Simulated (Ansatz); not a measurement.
Consider the ligand exchange at the Si–C bond: `CC1([SiH3])BC1` + `[AlH2][SeH]` → `[AlH2][Se][SiH3]` + `CC1BC1`.

Gas-phase electronic energies from Ansatz, PBE0-D4/def2-TZVP geometries. CCSD(T)/CBS is the MP2 limit (def2-TZVPP, def2-QZVPP) plus CCSD(T) − MP2 in def2-TZVPP, frozen cores. Functionals use def2-TZVPP. B3LYP here is the variant with VWN-RPA as its local correlation; programs differ in this. For Se outer-core shells are correlated without core-valence functions, which leaves a few kJ/mol of doubt a bond. Scalar relativity is left out up to krypton.

(1) Is it downhill or uphill in electronic energy at CCSD(T)/CBS, and by how much? (Best estimate.)

(2) What do these levels give: PBE-D4, PBE0-D4, B2PLYP, PBE, PBE0, B3LYP, MP2/def2-TZVPP, CCSD/def2-TZVPP, HF/def2-QZVPP, MP2/def2-QZVPP, SCS-MP2/def2-QZVPP, CCSD/CBS(def2)? (An estimate is asked.)

Largest T1 diagnostic among the species: 0.011.

## Answers

(1) Ansatz gave: Downhill: ΔE = -50.3 kJ/mol.

(2) Ansatz gave: PBE-D4 -49.2, PBE0-D4 -52.5, B2PLYP -50.7, PBE -51.6, PBE0 -54.6, B3LYP -52.3, MP2/def2-TZVPP -48.3, CCSD/def2-TZVPP -48.3, HF/def2-QZVPP -59.6, MP2/def2-QZVPP -50.3, SCS-MP2/def2-QZVPP -50.5, CCSD/CBS(def2) -52.2 kJ/mol.

The D4 term adds +3.5 kJ/mol with B3LYP and +2.1 kJ/mol with PBE0; it sums over pairs of atoms, weighted by their polarisabilities, and B3LYP, whose exchange is more repulsive, gets the larger term. In def2-TZVPP, CCSD(T) changes the Hartree–Fock value by +13.6 kJ/mol (the triples alone add +1.9 kJ/mol) and MP2 by +11.8 kJ/mol.
